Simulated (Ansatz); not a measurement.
Several settings on one geometry of ZrIF3 (that of the charge 0 singlet, PBE0-D4/def2-SVP). Ansatz on 4 threads of Arm Neoverse V2 on a shared host; times are rough.

| atom | x (Å) | y (Å) | z (Å) |
| --- | --- | --- | --- |
| Zr1 | 0.000 | 0.001 | -0.158 |
| I2 | 0.007 | -0.020 | 2.556 |
| F3 | 1.772 | 0.011 | -0.804 |
| F4 | -0.893 | 1.540 | -0.785 |
| F5 | -0.886 | -1.533 | -0.809 |

Totals from different functionals, basis sets or treatments of relativity can't be compared as stabilities.

In the def2 sets I, Zr take a core potential; there is no spin–orbit coupling. Correlated methods freeze 7 core orbitals; core or outer-core shells of Zr, I are correlated, in sets that lack core-valence functions.

Q: Give the basis size and estimate the energy, ⟨S²⟩, dipole and time of these runs.

| run | method | charge | state | further keys |
| --- | --- | --- | --- | --- |
| 1 | UKS B2PLYP/def2-SVPD | 0 | singlet | scf: {omitted_lower_state_checks: [starts]}; forces asked |
| 2 | RKS rPW86-PBE-D4/def2-SVP | 0 | singlet | forces asked |
| 3 | RKS PBEsol-D3(BJ)-ATM/def2-mTZVP | 0 | singlet | scf: {omitted_lower_state_checks: [starts]} |

A: 
| run | functions | energy (Eh) | ⟨S²⟩ | dipole (D) | wall time |
| --- | --- | --- | --- | --- | --- |
| 1 | 138 | -643.8048 | 0.00 | 0.18 | 16 s |
| 2 | 99 | -645.2021 | – | 0.06 | 2.9 s |
| 3 | 126 | -643.1340 | – | – | 1.1 s |
